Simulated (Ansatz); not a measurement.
`NB(O)CO` → B• + C• + 6 H• + N• + 2 O•  (atomization)

Gas-phase electronic energies from Ansatz, PBE0-D4/def2-TZVP geometries. CCSD(T)/CBS is the MP2 limit (def2-TZVPP, def2-QZVPP) plus CCSD(T) − MP2 in def2-TZVPP, frozen cores. This one scheme is used for every species, atoms too. DFT in def2-TZVPP. B3LYP here is the variant with VWN-RPA as its local correlation; programs differ in this. Open shells (•) are unrestricted, without spin–orbit coupling. Spin–orbit coupling would lower the free atoms: a little for B, C, O. Each species was taken in one conformer, which may not be the lowest.

**Question.** What is ΔE at CCSD(T)/CBS? (An estimate is asked.)

**Answer.** The calculation gave: +45.27 eV.

**Question.** What do these levels give: LDA (SPW92), B97M-V, B3LYP-D4, BHLYP-D4, PBE-QIDH, revPBE, BHLYP, HF/def2-SVP, CCSD/def2-SVP, MP2/def2-TZVPP, CCSD(T)/def2-TZVPP, HF/def2-QZVPP? (Estimate.)

**Answer.** Ansatz gave: LDA (SPW92) 52.52, B97M-V 45.24, B3LYP-D4 45.36, BHLYP-D4 43.71, PBE-QIDH 44.86, revPBE 44.49, BHLYP 43.52, HF/def2-SVP 32.44, CCSD/def2-SVP 42.23, MP2/def2-TZVPP 45.00, CCSD(T)/def2-TZVPP 43.98, HF/def2-QZVPP 32.11 eV.

Largest T1 diagnostic among the species: 0.014.

Leaving LDA and LC-ωPBE aside and taking each functional with its dispersion term where it has one, the values, not all of them listed here, spread over 2.73 eV, from BHLYP-D4 to PBE-D4. LDA lies +6.25 eV from PBE without D4, its usual overbinding. From PBE to PBE0 (25 % exact exchange), in def2-TZVPP and without D4, ΔE moves by −1.08 eV: exact exchange takes away binding that semilocal exchange gives to molecules.

For atomizations the MP2-based limit and the directly extrapolated one differ by several kJ/mol either way, and by 10 to 25 for some Ge, Se and Sn compounds, so smaller differences from it don't rank the levels.
